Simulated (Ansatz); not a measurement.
B6P4Cl6⁺, a halide-capped nanocrystal cut from zinc blende BP (6 Cl on the cations): single points at one geometry.

```yaml
crystal:
  periodic: [false, false, false]
  atoms:
    - {symbol: P, position_ang: [-1.261781, 1.555851, -1.171745]}
    - {symbol: P, position_ang: [1.217315, -0.931317, -1.315441]}
    - {symbol: P, position_ang: [-1.474181, -1.295328, 0.935363]}
    - {symbol: P, position_ang: [0.985592, 1.198179, 1.534181]}
    - {symbol: B, position_ang: [-2.136936, 0.069218, -0.275947]}
    - {symbol: B, position_ang: [0.261618, -1.737255, 0.166275]}
    - {symbol: B, position_ang: [-0.397682, -0.011311, -1.900027]}
    - {symbol: B, position_ang: [0.311200, 1.938561, -0.117635]}
    - {symbol: B, position_ang: [1.922083, 0.261476, 0.075589]}
    - {symbol: B, position_ang: [-0.265150, -0.204338, 2.003303]}
    - {symbol: Cl, position_ang: [-3.849816, -0.124213, -0.658258]}
    - {symbol: Cl, position_ang: [1.140072, -3.015358, 1.029292]}
    - {symbol: Cl, position_ang: [-1.215504, -0.855952, -3.226342]}
    - {symbol: Cl, position_ang: [1.292766, 3.237866, -0.821854]}
    - {symbol: Cl, position_ang: [3.661859, 0.530758, 0.023967]}
    - {symbol: Cl, position_ang: [-0.191466, -0.616846, 3.719269]}
basis:
  gaussian: {orbitals: def2-SVP}
total_charge: 1
magnetization: {spin_polarized: true, initial_magnetization: 1}
hamiltonian: {xc: pbe0, dispersion: d4}
scf: {omitted_lower_state_checks: [starts]}
output: {orbitals: {seedname: orbitals}}
```

The file start.molden holds the orbitals of an earlier run on this structure, at another level or in another basis.

```sh
$ ansatz run in.yaml --threads 4 --pin off --events-out ev --progress --plain --max-ram 6963MiB
```

Output, abridged:

```
Functional definition: PBE0
2457 factors; integrals over basis functions are off by at most 1.4e-3 eV
mean field evaluation 1: about -116261.3852 eV, gradient 2.5e1 eV
mean field evaluation 2: about -116252.3960 eV, gradient 4.6e1 eV
mean field evaluation 4: about -116265.0338 eV, gradient 5.8e0 eV
mean field evaluation 8: about -116265.6186 eV, gradient 7.1e-1 eV
mean field evaluation 16: about -116265.6249 eV, gradient 9.3e-2 eV
mean field evaluation 32: about -116265.6273 eV, gradient 5.2e-6 eV
mean field -116265.62727528 eV, -4272.6829946940 hartree, gradient 5.2e-6 eV, S^2 0.759749; 0 other end points of the search recorded, 0 dependent functions left out
reference -116265.62730865 eV, -4272.6829959202 hartree; 96, 95 occupied and 168, 169 virtual orbitals, 2457 factors
Total energy: -116266.97188771 eV, -4272.7324082894 hartree
Checks for a lower state left out: starts
```

Run time 76 s (4 threads of Arm Neoverse V1 on a shared host), peak host memory 2.1 GiB.

As the first input, with `gaussian: {orbitals: def2-SVP, initial_orbitals: start.molden}`, `hamiltonian: {xc: pbe, dispersion: d4}` (abridged; 28 s):

```
Functional definition: PBE
mean field evaluation 16: about -116256.2179 eV, gradient 4.1e-6 eV
mean field -116256.21787120 eV, -4272.3372054718 hartree, gradient 4.1e-6 eV, S^2 0.753239
Total energy: -116257.73510584 eV, -4272.3929628163 hartree
Checks for a lower state left out: starts
```

Geometry: PBE-D4/def2-SVP, that of the neutral singlet.

At PBE-D4/def2-SVP the gap within one spin of the charge 1 doublet nearly closes, so an electron or hole may be smeared out by delocalisation error.
